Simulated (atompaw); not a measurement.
An all-electron radial function and its pseudo partner (silicon)

Columns: radius, all-electron u(r) and pseudo u(r) of the 3p shell (level -4.39 eV) of silicon in the configuration [Ne] 3s1.5 3p2.5; PBE, non-relativistic, PAW (atompaw) scheme, atompaw 4.2.0.5.

| r (bohr) | all-electron | pseudo |
| --- | --- | --- |
| 0.069 | 0.0599 | -0.0022 |
| 0.138 | 0.1532 | -0.0086 |
| 0.208 | 0.2240 | -0.0194 |
| 0.277 | 0.2587 | -0.0341 |
| 0.346 | 0.2612 | -0.0524 |
| 0.415 | 0.2386 | -0.0741 |
| 0.485 | 0.1974 | -0.0991 |
| 0.554 | 0.1449 | -0.1262 |
| 0.623 | 0.0856 | -0.1555 |
| 0.692 | 0.0228 | -0.1863 |
| 0.762 | -0.0417 | -0.2188 |
| 0.831 | -0.1042 | -0.2515 |
| 0.900 | -0.1643 | -0.2844 |
| 0.969 | -0.2212 | -0.3172 |
| 1.038 | -0.2745 | -0.3495 |
| 1.108 | -0.3243 | -0.3815 |
| 1.177 | -0.3693 | -0.4119 |
| 1.246 | -0.4102 | -0.4409 |
| 1.315 | -0.4473 | -0.4685 |
| 1.385 | -0.4809 | -0.4946 |
| 1.454 | -0.5104 | -0.5185 |
| 1.523 | -0.5361 | -0.5404 |
| 1.592 | -0.5583 | -0.5602 |
| 1.662 | -0.5774 | -0.5780 |
| 1.731 | -0.5929 | -0.5930 |
| 1.800 | -0.6055 | -0.6055 |

Task: How many radial nodes do the two functions have?

Result: The all-electron 3p function has n − l − 1 = 1; the pseudo-wave has 0, since the states of the same l below it are removed with the core.

Task: Is the pseudo-wave norm-conserving?

Result: No, it belongs to a PAW set: the norm inside the radius is not constrained, and the difference is carried by the augmentation charge.
